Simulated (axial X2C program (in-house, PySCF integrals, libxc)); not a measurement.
# Low determinants of SnCl⁻ at the PBE0 level, 2c

Computed with an in-house all-electron X2C program for linear molecules (integrals from PySCF). Two-component (2c) means X2C with spin–orbit coupling and atomic mean-field two-electron Coulomb and Gaunt terms. Basis: Sn dyall-acv3z [12s13p10d5f1g], Cl dyall-av3z [9s8p3d2f] (cores contracted in-house); Gaussian nuclei, density fitting, unrestricted open shells. Masses: Sn 119.902 u, Cl 34.969 u.

Search at 2.547 Å (vertical energies from the lowest determinant):

| ΔE (eV) | state | electrons beyond evenly filled partner blocks | electrons in ±ω = 1/2, 3/2, 5/2, 7/2 |
| --- | --- | --- | --- |
| 0.00 | Ω = 1 | ω = -1/2, ω = 3/2 | 45 19 4 0 |
| 0.41 | Ω = 0 | none | 46 18 4 0 |
| 0.64 | Ω = 2 | ω = 1/2, ω = 3/2 | 45 19 4 0 |
| 0.88 | Ω = 0 | none | 44 20 4 0 |
| 1.51 | Ω = 1 | 2 × ω = 1/2 | 46 18 4 0 |
| 2.51 | Ω = 3 | 2 × ω = 3/2 | 44 20 4 0 |
| 3.80 | Ω = 2 | ω = -1/2, ω = 5/2 | 45 18 5 0 |

Lowest determinant, Ω = 1 (⟨Sz⟩ = 1.00, ⟨Lz⟩ = 0.00 at PBE0): Re = 2.534 Å, ωe = 248.7 cm⁻¹.

The determinant in row 2 of the search, Ω = 0 (closed shell), was followed along the bond at PBE0; measured from the minimum of the lowest determinant it gives:

Te = 0.405 eV (3264 cm⁻¹), Re = 2.527 Å, ωe = 250.0 cm⁻¹.

Compare the bond of the determinant in row 2 with that of the lowest one.

At PBE0 its Re is 0.007 Å shorter and its force constant, which goes as ωe², is 1.01 times that of the lowest determinant. T0 ≈ Te + Δωe/2 = 3264 + (1) = 3265 cm⁻¹.

The search compares states at one distance, so a state with another bond length can lie lower; it is not exhaustive and yields mostly the lowest determinant of each block pattern, so other components and higher states of one pattern are missing. These are energies of single determinants, not of spin-adapted states; PBE0 term energies can be off by some tenths of an eV, and the functional has no current term. Open-shell Ω = 0 determinants with evenly filled partner blocks cannot be reached by this program, so the Ω shown need not be the lowest component. The lowest determinant need not be the ground state where others lie within half an eV. A closed-shell Ω = 0 row of a π² shell mixes the 0⁺ component of the triplet with ¹Σ⁺ and matches no level; 0⁺ can lie lowest. For an anion, determinants above electron detachment are held by the basis set. The highest occupied level of some functionals is positive through self-interaction error; at Hartree–Fock it is bound. Row 1 has a positive highest level at its minimum. Row 2 has a positive highest level at its minimum.
